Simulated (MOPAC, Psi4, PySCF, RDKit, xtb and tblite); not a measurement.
Relaxed torsion scan: SMILES O=C(O)c1ccccc1. Scanned: dihedral O1–C2–O3–H10; all other coordinates were relaxed at GFN2-xTB. Points at φ and −φ are mirror images.

Atom numbering (GFN2-xTB optimised geometry, Å):
```
15

O      2.8444     0.7902     0.2377
C      2.0795    -0.1159     0.0159
O      2.5147    -1.3575    -0.2579
C      0.6062     0.0068     0.0140
C      0.0447     1.2528     0.2866
C     -1.3281     1.4053     0.2933
C     -2.1463     0.3179     0.0285
C     -1.5912    -0.9230    -0.2430
C     -0.2183    -1.0837    -0.2515
H      3.4842    -1.3719    -0.2413
H      0.7035     2.0835     0.4895
H     -1.7634     2.3706     0.5046
H     -3.2198     0.4375     0.0338
H     -2.2326    -1.7672    -0.4486
H      0.2227    -2.0454    -0.4617
```

RKS-B3LYP/6-31G* = restricted B3LYP/6-31G*, spherical d, density fitting // GFN2-xTB run with PySCF; RHF/3-21G = PySCF with restricted Hartree-Fock/3-21G, density fitting // GFN2-xTB; MMFF94 // GFN2-xTB (RDKit); PM3, restricted, heats of formation // GFN2-xTB (MOPAC); GFN2-xTB (xtb and tblite); PBE-D3(BJ)/def2-SVP // GFN2-xTB (Psi4).

Energies in kJ/mol, each method relative to its own lowest point.

```csv
φ / °,RKS-B3LYP/6-31G*,RHF/3-21G,MMFF94,PM3,GFN2-xTB,PBE-D3(BJ)/def2-SVP
-150,33.6,44.4,47.3,18.3,34.3,30.6
-120,48.3,48.4,58.8,27.1,48.5,46.7
-90,54.2,47.9,62.5,30.1,53.5,53.9
-60,37.9,33.5,42.3,21.3,36.4,37.4
-30,12.3,11.1,13.4,6.9,11.4,12.0
0,0.0,0.0,0.0,0.0,0.0,0.0
30,12.3,11.1,13.4,6.9,11.4,12.0
60,37.9,33.5,42.3,21.3,36.4,37.4
90,54.2,47.9,62.5,30.1,53.5,53.9
120,48.3,48.4,58.8,27.1,48.5,46.7
150,33.6,44.4,47.3,18.3,34.3,30.6
180,30.7,48.3,47.1,13.0,28.6,26.5
```

Root-mean-square difference from the PBE-D3(BJ)/def2-SVP profile, itself a level with limits, after the best constant shift (kJ/mol): RKS-B3LYP/6-31G* 1.3, RHF/3-21G 8.6, MMFF94 6.5, PM3 7.2, GFN2-xTB 1.7.
